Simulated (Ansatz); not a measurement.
A nudged elastic band was laid between two geometries of ClH3Si + FH + FH (9 atoms, charge 0, multiplicity 1).

Theory: Ansatz, RKS PBE-D4/def2-SVP.

```
movable images  : 7
climbing image  : yes
spring          : 5.0 eV/Å²
optimiser       : quadratic models (default)
start path      : through a guess of the saddle point
force threshold : 0.05 eV/Å
iteration limit : 60
end points      : relaxed
```

First end point:

```xyz
9
Properties=species:S:1:pos:R:3
Si -0.235 0.981 -1.033
Cl 1.134 -0.649 -1.183
H -0.201 1.565 -2.416
H -1.589 0.432 -0.734
H 0.289 1.963 -0.040
H -0.203 -0.698 1.777
F -0.575 0.182 1.714
H 0.823 -1.726 0.525
F 0.557 -2.050 1.389
```

Last end point:

```xyz
9
Properties=species:S:1:pos:R:3
Si -0.719 1.150 -0.538
Cl 2.064 -0.951 -0.772
H -0.711 0.381 -1.818
H -1.891 2.082 -0.476
H 0.556 1.877 -0.264
H -0.195 -1.197 1.332
F -0.980 0.074 0.719
H 1.468 -1.508 0.271
F 0.408 -1.908 1.545
```

(1) Which bonds break or form, and what moves?

(2) Give the energies along the band, and the barrier.

(3) What is the geometry of the highest image?

(4) What are the harmonic wavenumbers there?

Results:

(1) Bonds broken: Si1–Cl2, H6–F7, H8–F9. Bonds formed: Si1–F7, Cl2–H8, H6–F9. ClH3Si + FH + FH becomes ClH + FH + FH3Si.

(2) The forces met the threshold. The highest image is number 4 of 0 to 8, 14.7 kcal/mol above the first end and 20.8 kcal/mol above the last; the last end lies 6.1 kcal/mol below the first. A vibrational analysis at the climbing image gives one clearly imaginary mode, 474i cm⁻¹: a first-order saddle point. The orbitals stay closed-shell, which can raise the energy where a bond breaks towards radicals; this wasn't checked here.

| image | path coordinate (Å) | energy (kcal/mol) | Si1–Cl2 (Å) | H6–F7 (Å) | H8–F9 (Å) |
| --- | --- | --- | --- | --- | --- |
| 0 | 0.00 | 0.0 | 2.13 | 0.96 | 0.96 |
| 1 | 0.66 | 0.0 | 2.13 | 0.96 | 0.96 |
| 2 | 1.31 | 0.4 | 2.14 | 0.96 | 0.96 |
| 3 | 1.97 | 6.3 | 2.20 | 0.98 | 0.98 |
| 4 | 2.62 | 14.7 | 2.44 | 1.15 | 1.12 |
| 5 | 3.26 | 2.7 | 2.89 | 1.46 | 1.50 |
| 6 | 3.89 | -5.3 | 3.36 | 1.61 | 1.69 |
| 7 | 4.53 | -6.1 | 3.49 | 1.61 | 1.71 |
| 8 | 5.16 | -6.1 | 3.50 | 1.61 | 1.70 |

(3) 
```xyz
9
Properties=species:S:1:pos:R:3
Si -0.413 0.908 -0.650
Cl 1.024 -1.026 -1.028
H -0.207 1.017 -2.139
H -1.847 1.352 -0.519
H 0.551 1.808 0.053
H -0.104 -0.853 1.344
F -0.868 -0.150 0.853
H 1.080 -1.497 0.502
F 0.784 -1.558 1.584
```

(4) 474i, 65, 162, 260, 345, 418, 606, 660, 684, 794, 835, 903, 944, 1074, 1076, 1240, 1567, 2130, 2144, 2197, 2220 cm⁻¹.

Time of the run: 2.3 min on 2 threads of Arm Neoverse V1, on a shared host, peak memory 0.12 GiB.
